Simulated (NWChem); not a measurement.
System: CH₃F₃OSi; SMILES CO[Si](F)(F)F

```xyz
9

C      0.0171     2.3032     0.0000
O      0.7225     1.0590     0.0000
Si     0.0220    -0.3983     0.0000
F     -0.9008    -0.6193    -1.2776
F      1.1643    -1.4958     0.0000
F     -0.9008    -0.6193     1.2776
H     -0.6084     2.3962     0.8949
H     -0.6084     2.3962    -0.8949
H      0.7619     3.1015     0.0000
```
Atoms are numbered in this order, from 1.

Computed with NWChem. Medium grid unless said otherwise, to which SCAN and Minnesota functionals are sensitive. Coordinates come from a B3LYP/6-31G* (spherical d) optimisation. Hybrids' shares of exact exchange are those that their runs print; pure functionals count as 0. The functionals differ in more than this share.

```
row               share of exact exchange  orbital gap (eV)
----------------  -----------------------  ----------------
PBE/def2-TZVP                        0.00              7.32
r2SCAN/def2-TZVP                     0.00              8.26
TPSSh/def2-TZVP                      0.10              8.78
B3LYP/def2-TZVP                      0.20              9.42
M06-2X/def2-TZVP                     0.54          withheld
```

Problem. Fit a straight line of the last column on the one before it, predict the withheld value, and compare with the run.

Solution. 
1. Means of the 4 shown rows: x = 0.075, y = 8.445. Slope Σ(x − x̄)(y − ȳ)/Σ(x − x̄)² = 0.2285/0.02750 = 8.309; intercept 7.822.
2. The shown rows scatter about the line by 0.341 (root mean square); the largest residual is -0.50, at PBE/def2-TZVP.
3. At x = 0.54 (M06-2X/def2-TZVP; beyond the shown range) the line gives 12.31.
4. The run gives 12.45, +0.14 from the line, 0.4 times the scatter.
